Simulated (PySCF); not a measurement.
C2H8FNSi2, SMILES C=C[Si@H](N)[SiH2]F.

Coordinates come from a B3LYP-D3(BJ)/def2-SVP optimisation. The structure was generated by enumeration; whether it is a known compound was not checked. The values are those of a single conformer.

Two levels are set side by side: PBE/def2-TZVP (PySCF) and CAM-B3LYP/def2-TZVP (PySCF). Same geometry, gas phase. Differences are taken from unrounded values.

```
quantity                       PBE
---------------------------  -----
orbital gap (eV)              4.36
highest occupied level (eV)  -6.05
lowest empty level (eV)      -1.68
dipole moment (D)             2.00
mean polarisability (bohr³)   89.1
```

Q: These are the PBE values. What does CAM-B3LYP give? (The exact figures need the calculation; the answer reports its results.)

A: 
| quantity | CAM-B3LYP | PBE minus CAM-B3LYP |
|---|---|---|
| orbital gap (eV) | 9.00 | -4.64 |
| highest occupied level (eV) | -8.63 | 2.59 |
| lowest empty level (eV) | 0.37 | -2.05 |
| dipole moment (D) | 2.14 | -0.15 |
| mean polarisability (bohr³) | 84.2 | 5.0 |

Without exact exchange PBE keeps part of each electron's self-repulsion, which lifts occupied levels and narrows the gap. Loosely held outer electrons make PBE densities more polarisable. Differences between two approximate levels are no errors against the true value.

Rough cost on one machine, each run with all the roots and properties that it gave: CAM-B3LYP against PBE within a factor of 2.
